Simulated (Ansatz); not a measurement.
`N[SiH2]CCl` + H₂ → `C[SiH2]N` + HCl at 700 K and 1 bar (hydrogenolysis of a C–Cl bond).

Calculated with Ansatz (gas phase, PBE0-D4/def2-TZVP geometries, no zero-point term in ΔE). CCSD(T)/CBS is the MP2 limit (def2-TZVPP, def2-QZVPP) plus CCSD(T) − MP2 in def2-TZVPP, frozen cores. This one scheme is used for every species. Each species was taken in one conformer, which may not be the lowest.

```tsv
species	CCSD(T)/CBS energy (Eh)	H − E (kJ/mol)	S (J/(mol·K))
`N[SiH2]CCl`	-845.25405	261.0	444.5
H₂	-1.17544	46.8	155.3
`C[SiH2]N`	-386.08232	275.5	406.6
HCl	-460.38127	38.4	211.8
```

H − E and S are ideal-gas, rigid-rotor, harmonic terms from PBE0-D4/def2-TZVP, for one conformer and one mirror image of each species. The MP2-based limit puts H₂ 0.8 mEh under its directly extrapolated value; such offsets cancel only in part. 1 Eh = 2625.50 kJ/mol, R = 8.31446 J/(mol·K).

Task: By hand: ΔE, ΔH, ΔS and ΔG.

Result: ΔE = (-386.08232) + (-460.38127) − (-845.25405) − (-1.17544) = -0.03410 Eh = -89.5 kJ/mol. Δ(H − E) = 275.5 + 38.4 − 261.0 − 46.8 = 6.1, so ΔH = -83.4 kJ/mol. ΔS = 406.6 + 211.8 − 444.5 − 155.3 = 18.6 J/(mol·K). ΔG = -83.4 − 700 × (18.6)/1000 = -96.4 kJ/mol.

Task: By hand: the equilibrium constant, and the temperature at which ΔG would vanish if ΔH and ΔS stayed fixed.

Result: log₁₀ K = −ΔG/(RT ln 10) = 7.2. ΔH and −TΔS have one sign here, so there is no such temperature.

ΔH outweighs TΔS. A doubt of 5 kJ/mol in ΔE shifts log₁₀ K by 0.4 here. Other conformers and mirror images would add mixing entropy, several J/(mol·K) or more a flexible species. These are equilibria of isolated gas molecules and say nothing of rates. Largest T1 diagnostic: 0.010 (customary marks: 0.02 for closed shells, 0.045 for open ones).
